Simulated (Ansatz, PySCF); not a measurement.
C2H4BFO2, SMILES O(B(C=O)F)C. Atoms are numbered in the order given.

```xyz
10

C     -1.8108     0.4419     0.6617
O     -1.1430    -0.0288    -0.5032
B      0.1662    -0.2461    -0.6316
F      0.6109    -0.6907    -1.8095
C      1.3113    -0.0300     0.4983
O      1.1075     0.3640     1.6270
H     -1.1092     0.6150     1.4876
H     -2.5615    -0.3065     0.9564
H     -2.3315     1.3773     0.4081
H      2.3627    -0.2715     0.1841
```
Charge 0, spin multiplicity 1.

The structure is a stationary point at ωB97X-D3(BJ)/def2-SVP. This is a generated structure with no PubChem entry under its InChIKey; it may be hypothetical. One conformer was computed; it need not be the lowest.

Two levels are set side by side: PBE-D3(BJ)/def2-SVP (Ansatz, a quantum-chemistry and plane-wave program) and ωB97X-D3(BJ)/def2-SVP (PySCF). Each level has its own optimised geometry; the coordinates shown are those of the second. Frequencies come from the Hessian of PySCF at each geometry. Differences are taken from unrounded values.

```csv
quantity,ωB97X-D3(BJ),PBE-D3(BJ),PBE-D3(BJ) minus ωB97X-D3(BJ)
mean bond length (Å),1.261,1.269,0.008
bond C1–O2 (Å),1.423,1.428,0.005
bond O2–B3 (Å),1.333,1.343,0.010
bond B3–F4 (Å),1.335,1.342,0.006
bond B3–C5 (Å),1.623,1.621,-0.002
bond C5–O6 (Å),1.213,1.224,0.012
bond C1–H7 (Å),1.097,1.106,0.009
bond C1–H8 (Å),1.100,1.109,0.008
bond C1–H9 (Å),1.100,1.109,0.008
bond C5–H10 (Å),1.124,1.138,0.014
highest harmonic wavenumber (cm⁻¹),3213,3091,-121
mean harmonic wavenumber (cm⁻¹),1270,1217,-53
zero-point energy (kcal/mol),43.57,41.77,-1.81
```

GGA bonds tend to be longer and softer than those of functionals with exact exchange. Differences between two approximate levels are no errors against the true value.
